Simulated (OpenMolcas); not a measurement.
Os4+ (d4) among equal point charges was computed by CASSCF with the d shell active (OpenMolcas, ANO-RCC-VTZP on the metal). Its lowest spin-free states, and all those of the highest spin:

```json
{"2S+1": "5", "Degeneracy": "2", "E (cm-1)": "0.0"}
{"2S+1": "3", "Degeneracy": "1", "E (cm-1)": "15751"}
{"2S+1": "3", "Degeneracy": "2", "E (cm-1)": "16044"}
{"2S+1": "5", "Degeneracy": "2", "E (cm-1)": "16931"}
{"2S+1": "3", "Degeneracy": "1", "E (cm-1)": "17539"}
{"2S+1": "3", "Degeneracy": "1", "E (cm-1)": "17562"}
{"2S+1": "3", "Degeneracy": "2", "E (cm-1)": "20296"}
{"2S+1": "3", "Degeneracy": "2", "E (cm-1)": "20444"}
{"2S+1": "3", "Degeneracy": "2", "E (cm-1)": "20568"}
{"2S+1": "3", "Degeneracy": "2", "E (cm-1)": "22128"}
{"2S+1": "5", "Degeneracy": "1", "E (cm-1)": "23038"}
{"2S+1": "1", "Degeneracy": "1", "E (cm-1)": "23811"}
```

Problem. Is the site octahedral, tetrahedral or cube-like, axial, or of lower symmetry?

Solution. The states with 2S+1 = 5 have orbital degeneracies 2, 2, 1. There are pairs but no triples, so the site is axial: not cubic, but with a proper or improper axis of order three or more. The run had Os4+ among 3 point charges of -3 e arranged as a planar triangle (D3h), 2.16 Å from the ion.

An orbital doublet at a regular site is open to a Jahn-Teller distortion, which this geometry leaves out. Without dynamic correlation the repulsion within the d shell is too large (B by tens of per cent), so at a given field states of lower spin stand too high. Point charges give a weaker field than real ligands, and real ions of this kind are as a rule low spin; the high spin found here belongs to the model. This is an electrostatic model: the charges have no orbitals. No measured value stands beside these numbers.
